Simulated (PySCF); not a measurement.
## UHF on Cs+ (caesium, charge +1)

Configuration: [Xe], closed-shell 1S. Computed with PySCF 2.14 in Sapporo-DKH3-DZP-2012 (8s6p3d, 41 functions), with scalar relativity by spin-free X2C-1e.

| Quantity | Value |
| --- | --- |
| Total energy | -7782.510312 hartree |
| One-electron energy | -10631.5224 hartree |
| Hartree (Coulomb) energy | 3040.4166 hartree |
| Exchange energy | -191.4045 hartree |
| ⟨S²⟩ | 0.0000 |
| ⟨L²⟩ | 0.000 |
| Sum of ⟨r⟩ | 36.16 bohr |
| Sum of ⟨r²⟩ | 51.23 bohr² |
| Langevin diamagnetic susceptibility | -40.6 ×10⁻⁶ cm³/mol |
| Time after the integrals | 0.09 s of wall time on 1 thread of Neoverse-V2 (shared host) |

| shell | electrons | mean orbital energy (hartree) | rms radius, mean of both spins (bohr) |
| --- | --- | --- | --- |
| 1s | 2 | -1328.74892 | 0.0298 |
| 2s | 2 | -212.41272 | 0.121 |
| 2p | 6 | -190.50058 | 0.108 |
| 3s | 2 | -45.94841 | 0.318 |
| 3p | 6 | -38.70549 | 0.318 |
| 3d | 10 | -27.99763 | 0.296 |
| 4s | 2 | -9.51024 | 0.738 |
| 4p | 6 | -7.09005 | 0.787 |
| 4d | 10 | -3.43555 | 0.902 |
| 5s | 2 | -1.48926 | 1.88 |
| 5p | 6 | -0.86175 | 2.21 |

Spin-orbit coupling, which splits the p, d and f shells strongly at this Z, is absent.

Densities and radii are taken from the X2C orbitals without a picture-change correction, which distorts them close to the nucleus.
